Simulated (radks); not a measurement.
Q: Successive ionisation energies (eV) of one element, from differences of total energies of ions in their ground configurations, starting at charge 0: 8.987, 18.125, 27.999, 50.630, 63.240. Calculated with a radial shooting solver on a logarithmic mesh with Libxc functionals: Dirac Kohn-Sham, PBEsol, spin-unpolarised, spherical densities, point nucleus; open shells fill j = l - 1/2 first. Which element is it?

A: Arsenic (Z = 33). The first species listed is As in [Ar] 3d10 4s2 4p3, the last As4+ in [Ar] 3d10 4s1.
